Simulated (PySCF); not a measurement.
Ionisation energy of In²⁸⁺ by level of theory

In²⁸⁺ [Ar] 3d3 (4F) → In²⁹⁺ [Ar] 3d2 (3F), as a difference of total energies. Computed with PySCF 2.14 in an even-tempered Gaussian basis (18 s from 3.6 bohr⁻², ratio 2.5; 12 p from 4.7 bohr⁻², ratio 2.5; 8 d from 4.7 bohr⁻², ratio 2.5; 4 f from 18 bohr⁻², ratio 2.7; 3 g from 27 bohr⁻², ratio 2.7), with the spin-free X2C one-electron Hamiltonian (Gaussian nucleus). Correlated levels: outer shells: [Ne] frozen; virtual orbitals above 40 to 60 times the deepest correlated orbital energy dropped. The calculations carry no spin-orbit coupling.

| method | ionisation energy (eV) |
| --- | --- |
| UHF | 1574.6 |
| LDA | 1574.8 |
| PBE | 1574.7 |
| PBE0 | 1575.1 |
| r2SCAN | 1576.0 |
| r2SCAN0 | 1576.1 |
| TPSS | 1573.6 |
| MP2 (outer shells) | 1574.9 |
| SCS-MP2 (outer shells) | 1574.6 |

A first-order spin-orbit estimate (lowest level to lowest level, LS coupling) adds -0.237 eV.

Breit and QED terms and the two-electron picture change are absent.

For comparison: 1575 ± 4 eV (theoretical estimate listed by NIST; NIST Atomic Spectra Database, ionization energies).
